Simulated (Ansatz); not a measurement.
Gas-phase electronic energies from Ansatz, PBE0-D4/def2-TZVP geometries. CBS: MP2 limit from def2 TZ/QZ plus the TZ coupled-cluster correction, frozen cores. This one scheme is used for every species, atoms too. DFT in def2-TZVPP. Open shells (•) are unrestricted, without spin–orbit coupling. Spin–orbit coupling would lower the free atoms: a little for Si; strongly for Sn. Elements past krypton have def2 core potentials. Bonds to Sn are less sure, by a few kJ/mol each and by 10 to 20 or more in all where they break to atoms, as the def2 sets lack core-valence functions.

Reaction (atomization): `[SiH3][SnH3]` → 6 H• + Si• + Sn•

`[SiH3][SnH3]`:

Cartesian coordinates in Å:
```
Si -0.172 -0.763 -1.057
Sn 0.163 0.723 1.001
H -0.444 -2.163 -0.639
H 1.048 -0.746 -1.907
H -1.322 -0.272 -1.861
H -1.236 0.722 1.980
H 0.489 2.334 0.539
H 1.473 0.165 1.944
```

**Question.** What is ΔE at CCSD(T)/CBS? (Estimate.)

**Answer.** Computed: +2018.4 kJ/mol.

**Question.** What do these levels give: revPBE-D4, BLYP-D4, r2SCAN0-D4, ωB97X-V, B2PLYP, PBE-QIDH, BLYP, BHLYP, HF/def2-SVP, CCSD/def2-SVP, CCSD/def2-TZVPP, CCSD/CBS(def2)? (An estimate is asked.)

**Answer.** The calculation gave: revPBE-D4 1927.9, BLYP-D4 1963.3, r2SCAN0-D4 1985.4, ωB97X-V 2028.4, B2PLYP 1963.6, PBE-QIDH 1961.6, BLYP 1934.6, BHLYP 1969.5, HF/def2-SVP 1480.2, CCSD/def2-SVP 1859.5, CCSD/def2-TZVPP 1958.4, CCSD/CBS(def2) 2004.2 kJ/mol.

Largest T1 diagnostic among the species: 0.013.

Leaving LDA and LC-ωPBE aside and taking each functional with its dispersion term where it has one, the values, not all of them listed here, spread over 111.7 kJ/mol, from revPBE-D4 to B97M-V. LDA lies +262.9 kJ/mol from PBE without D4, its usual overbinding. From BLYP to BHLYP (50 % exact exchange), in def2-TZVPP and without D4, ΔE moves by +34.8 kJ/mol. In def2-TZVPP, CCSD(T) changes the Hartree–Fock value by +470.5 kJ/mol (the triples alone add +14.2 kJ/mol) and MP2 by +402.6 kJ/mol; breaking electron pairs costs correlation energy, which Hartree–Fock lacks.

For atomizations the MP2-based limit and the directly extrapolated one differ by several kJ/mol either way, and by 10 to 25 for some Ge, Se and Sn compounds, so smaller differences from it don't rank the levels.
